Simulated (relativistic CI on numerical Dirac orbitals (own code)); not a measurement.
Radial parameters of Eu22+

Method of calculation: Dirac-Coulomb-Breit CI, separate exchange-only KLI orbitals for each configuration, QED by a radiative potential, unscaled Slater integrals (own radial code, finite nucleus).

Slater integrals F^k, G^k are unscaled and averaged over j, outside the closed core [Ar] 3d10; ζ comes from projecting the Hamiltonian with its Breit term on Σ l·s of the shell.

- 4s2 4p6 4d5: F^2(4d,4d) = 177790, F^4(4d,4d) = 120700, ζ(4d) = 21965 cm⁻¹; <r>(4d) = 0.5686, <r^2>(4d) = 0.3694 (bohr units).
- 4s2 4p5 4d6: ζ(4p) = 186250, F^2(4d,4d) = 177770, F^4(4d,4d) = 120680, F^2(4p,4d) = 181270, G^1(4p,4d) = 227690, G^3(4p,4d) = 144880, ζ(4d) = 21880 cm⁻¹; <r>(4p) = 0.5522, <r^2>(4p) = 0.3447, <r>(4d) = 0.5686, <r^2>(4d) = 0.3694 (bohr units).
- 4s2 4p6 4d4 4f: F^2(4d,4d) = 177730, F^4(4d,4d) = 120650, ζ(4d) = 21970, F^2(4d,4f) = 175870, F^4(4d,4f) = 115150, G^1(4d,4f) = 192900, G^3(4d,4f) = 129500, G^5(4d,4f) = 94139, ζ(4f) = 2806.3 cm⁻¹; <r>(4d) = 0.5689, <r^2>(4d) = 0.3698, <r>(4f) = 0.5626, <r^2>(4f) = 0.3621 (bohr units).

Give the Racah parameters of the d shell in 4s2 4p6 4d5.

B = F²/49 − 5F⁴/441 = 2260 cm⁻¹ and C = 35F⁴/441 = 9579 cm⁻¹.

Averages of the first 9 configurations, taken without configuration mixing, which lowers the lowest level and can move excited configurations by several eV; other configurations of the list can lie among them:

```tsv
Configuration	Parity	States	Average energy above the lowest level (eV)
4s2 4p6 4d5	even	252	18.6
4s2 4p5 4d6	odd	1260	159.1
4s2 4p6 4d4 4f	odd	2940	165.8
4s 4p6 4d5 4f	odd	7056	407.0
4p6 4d7	even	120	507.8
4p5 4d8	odd	270	645.7
4s2 4p6 4d3 5s2	even	120	470.0
4s2 4p6 4d2 4f 5s2	odd	630	617.9
4s 4p6 4d3 4f 5s2	odd	3360	860.1
```
